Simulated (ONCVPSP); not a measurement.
nitrogen, ONCV: configuration errors across variants

```
Element                 : nitrogen (N)
Generator               : ONCVPSP 4.0.1
Type                    : optimised norm-conserving Vanderbilt (ONCV)
Functional              : PBE
Relativity              : scalar-relativistic
Frozen core             : [He]
Valence charge          : 5
Reference configuration : 2s2 2p3
Partial waves           : 2s: rc 0.75 bohr, ncon 4, nbas 7, qcut 9.8 1/bohr, 3 projectors, debl 3.8 Ha; 2p: rc 1.65 bohr, ncon 5, nbas 10, qcut 8.3 1/bohr, 2 projectors, debl 1.8 Ha; d scattering state at 0.06 Ha: rc 1.40 bohr, ncon 3, nbas 8, qcut 7.7 1/bohr, 2 projectors, debl 3.4 Ha
Local potential         : polynomial inside 0.70 bohr (lpopt 3, dvloc0 6 Ha)
Core correction         : Teter function, fcfact 5, rcfact 1.1
```

All-electron excitation energies from the reference (eV): (1) 2s2 2p2 13.591; (2) 2s2 2p1 42.445; (3) 2s2 2p0 89.527; (4) 2s2 2p2.5 5.093.

A true bound ghost makes a file unfit for plane-wave use even where its test errors are small: the radial tests pick states by their node count and pass the ghost by.

Errors AE − PS in meV (a dash: test not solved or not reliable):

```tsv
change	(1)	(2)	(3)	(4)	bound ghosts	GHOST(+) flags above zero
base	+18	+164	+724	+2.5	s	s
p: rc 1.18	+6.8	+75	+386	+0.8	s	s
p: rc 1.46	+12	+119	+558	+1.6	s	s
p: rc 1.84	+25	+219	+920	+3.7	s	s
p: rc 2.06	+36	+302	+1216	+5.6	s	s
p: rc 2.34	+57	+449	+1706	+9.0	s	s
```

(1) Give the same row for: p: rc 1.66.

Results:

(1) +18, +167, +735, +2.6; bound ghosts: s; GHOST(+) flags above zero: s.
